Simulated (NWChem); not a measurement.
A series in which one site is exchanged, each optimised at PBE0/def2-SVP with NWChem, gas phase unless a solvent is named. All stand in one matching conformer (torsions within 35°), which need not be the lowest. This build's default masses of Se (78.918 u) and Br (79.917 u) are each other's, which moves their modes by up to 0.6 %. Some are not confirmed as minima by frequencies. def2 effective core potentials on Te; no spin-orbit coupling.

A: N[Te]S (NH$_{3}$TeS; site = Te)
B: [Mg]([NH2])[SH] (MgNH₃S; site = Mg)
C: N[Se]S (NH3SeS; site = Se)
D: [Be]([SH])[NH2] (BeNH3S; site = Be)

Q: Rank them by orbital gap (eV), PBE0/def2-SVP, lowest first.

A: A (5.11), B (5.32), C (6.09), D (7.43)
